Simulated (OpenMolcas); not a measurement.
Ag4+ among 6 point charges of -1.7 e arranged as an octahedron (Oh).

```yaml
Program: OpenMolcas
Method: CASSCF
Basis: ANO-RCC-VDZP [6s5p3d1f]
Scalar_Hamiltonian: DKH2, point nucleus
Active_space: 7 electrons in 5 orbitals (4d)
State_averaging: 2S+1 = 4 even, 10 roots; 2S+1 = 2 even, 40 roots
Spin-orbit_coupling: state interaction with AMFI integrals over the reference wave functions
```

All point charges move together. At R = 2.15 Å |10Dq| is 3424 cm-1, and at R = 2.37 Å it is 2159 cm-1.

A third run gives 5264 cm-1. What distance was it run at?

With a power law R^-n the two known points give n = -ln(2159 / 3424) / ln(2.37 / 2.15) = 4.73. Then R = 2.15 × (3424 / 5264)^(1/4.73) = 1.963 Å. The run was at 1.96 Å, so the estimate is off by +0.003 Å.

An orbital triplet at a regular site is open to Jahn-Teller coupling, which can distort the site and quench the lowest spin-orbit gaps and is left out. Without dynamic correlation the repulsion within the d shell is too large (B by tens of per cent), so at a given field states of lower spin stand too high. Point charges give a weaker field than real ligands, and real ions of this kind are as a rule low spin; the high spin found here belongs to the model. This field is weak: 10Dq is about 5264 cm-1, while octahedral complexes of 4d ions of charge 3 and more, computed by the same method with explicit ligands, had a median near 25000 cm-1. Ground spin and moment need not be those of a real site (figures for R = 1.96; the like holds for R = 2.15, R = 2.37). The ground term spreads over less than 5000 cm-1, several times less than with real ligands, so orbital moments are less quenched and χT lies further from the spin-only value than at real sites (holds for R = 2.37). This is an electrostatic model: the charges have no orbitals. No measured value stands beside these numbers.
